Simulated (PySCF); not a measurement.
## Structure and specific rotation at 589.3 nm (origin-invariant length gauge)

Computed with PySCF, TDDFT B3LYP/def2-SVPD circular dichroism and optical rotation, one conformer, gas phase. Geometry: GFN2-xTB.

Each molecule in one low-energy conformer. The parent is OC[C@@H]1C[C@@H](Cl)[C@H]1Br.

The molecule is flexible and this is one conformer; a measurement averages over conformers. The calculation is non-relativistic, which matters for the atoms heavier than Zn.

Q: How does the specific rotation at 589.3 nm (origin-invariant length gauge) change along this series?
- OC[C@@H]1C[C@@H](Cl)[C@H]1Br (base)
- OC[C@H]1C[C@@H](Cl)[C@@H]1Br (diastereomer)
- OC[C@@H]1C[C@H](Cl)[C@@H]1Br (diastereomer)
- OC[C@@H]1C[C@@H](Cl)[C@@H]1Br (diastereomer)

A: 
| molecule | [α]589 (deg dm⁻¹ (g/mL)⁻¹) | S1 (eV) | R(S1), velocity form (10⁻⁴⁰ esu² cm²) |
| --- | --- | --- | --- |
| OC[C@@H]1C[C@@H](Cl)[C@H]1Br | -11.8 | 5.61 | -2.0 |
| OC[C@H]1C[C@@H](Cl)[C@@H]1Br | -16.5 | 5.64 | +6.3 |
| OC[C@@H]1C[C@H](Cl)[C@@H]1Br | +11.1 | 5.63 | +3.3 |
| OC[C@@H]1C[C@@H](Cl)[C@@H]1Br | -73.6 | 5.91 | -2.0 |

The specific rotation at 589.3 nm (origin-invariant length gauge) is lowest for OC[C@@H]1C[C@@H](Cl)[C@@H]1Br and highest for OC[C@@H]1C[C@H](Cl)[C@@H]1Br.
